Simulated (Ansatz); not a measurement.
`BC(F)[SiH3]` and `F[CH]([AlH2])[SiH3]` differ in one element.

Ansatz, PBE0-D4/def2-TZVP geometries, multiplicity 1. 

```json
{"property": "LUMO energy (PBE0/def2-TZVPP) / eV", "`BC(F)[SiH3]`": "-1.55"}
{"property": "LUMO energy (B3LYP/def2-TZVPP) / eV", "`BC(F)[SiH3]`": "-1.76"}
{"property": "HOMO–LUMO gap (PBE0/def2-TZVPP) / eV", "`BC(F)[SiH3]`": "6.87"}
{"property": "HOMO energy (PBE/def2-TZVPP) / eV", "`BC(F)[SiH3]`": "-7.01"}
{"property": "size of the dipole moment (PBE/def2-TZVPP) / D", "`BC(F)[SiH3]`": "1.46"}
{"property": "zero-point energy (PBE0-D4/def2-TZVP) / kJ/mol", "`BC(F)[SiH3]`": "169.5"}
```

(1) Give the same properties after the change, and the shifts. (Estimate.)

## Answers

(1) Computed: 
```csv
property,`F[CH]([AlH2])[SiH3]`,shift
LUMO energy (PBE0/def2-TZVPP) / eV,-1.71,-0.16
LUMO energy (B3LYP/def2-TZVPP) / eV,-1.93,-0.17
HOMO–LUMO gap (PBE0/def2-TZVPP) / eV,6.00,-0.87
HOMO energy (PBE/def2-TZVPP) / eV,-6.36,0.65
size of the dipole moment (PBE/def2-TZVPP) / D,1.20,-0.26
zero-point energy (PBE0-D4/def2-TZVP) / kJ/mol,148.3,-21.2
```

With PBE0 the HOMO rises by 0.71 eV and the LUMO falls by 0.16 eV, so the gap narrows by about 0.87 eV. PBE moves the HOMO by 0.65 eV and ωB97M-V by 0.75 eV. Dipoles are sizes alone; their direction can turn.

B3LYP here is the variant with VWN-RPA as its local correlation; programs differ in this.
